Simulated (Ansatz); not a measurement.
Coupled-cluster diagnostics for Ge₂Te₃, Ansatz.

Geometry of the singlet (B3LYP-D4/def2-SVP):

Cartesian coordinates in Å:
```
Ge 1.357 0.978 -0.488
Ge -0.822 -1.476 1.125
Te -0.264 -1.043 -1.613
Te -1.254 1.506 -1.137
Te 0.983 0.035 2.113
```

In the def2 sets Te takes a core potential; there is no spin–orbit coupling. Correlated methods freeze 30 core orbitals; core or outer-core shells of Ge, Te are correlated, in sets that lack core-valence functions. Another isomer (singlet) lies 0.42 eV lower at PBE0-D4/def2-TZVP; other spin states weren't run for this one.

**Question.** Estimate the CCSD(T) correlation energy, the shares of MP2 and (T), T1 and the reference's ⟨S²⟩ for: charge 0, singlet, own geometry in def2-SVP; and the rough time on 4 threads of Arm Neoverse V1 on a shared host.

**Answer.** 
```json
{"state": "charge 0, singlet, own geometry", "basis": "def2-SVP", "correlation (eV)": "-22.366", "MP2 share (%)": "94.7", "(T) share (%)": "4.6", "T1": "0.018", "⟨S²⟩ (pure)": "0.00 (0.00)", "wall time": "60 s"}
```
Customary marks for T1 are 0.02 (closed shells), 0.045 (open shells) and about 0.05 (3d metals). T1 stays under 0.02 throughout.
